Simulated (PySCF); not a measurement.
**Gallium: highly charged ions in a basis for the neutral atom**

Ga(21+) [Ne], Ga(22+) [He] 2s2 2p5. Calculation: PySCF 2.14, in 6-31G*; the non-relativistic Hamiltonian (point nucleus). No spin-orbit coupling, so a gap to NIST mixes the basis error with missing relativistic terms.

Changed run: basis of the neutral atom used for a highly charged ion. This setting is unsound on purpose.

```
species  method  sound run (hartree)  changed run (hartree)  converged
Ga(21+)     UHF              not run            -1665.58021        yes
Ga(21+)    TPSS              not run            -1665.95994        yes
Ga(21+)     LDA              not run            -1662.70584        yes
Ga(22+)     UHF              not run            -1591.59182        yes
Ga(22+)    TPSS              not run            -1591.99219        yes
Ga(22+)     LDA              not run            -1588.73342        yes
```

Ionisation energy of Ga(21+):

| method | changed run (eV) | NIST (eV) |
| --- | --- | --- |
| UHF | 2013.3 | 2010 ± 1.1 |
| TPSS | 2012.8 | 2010 ± 1.1 |
| LDA | 2012.9 | 2010 ± 1.1 |

The contracted functions were made for the neutral atom and can be too rigid for a highly charged ion.
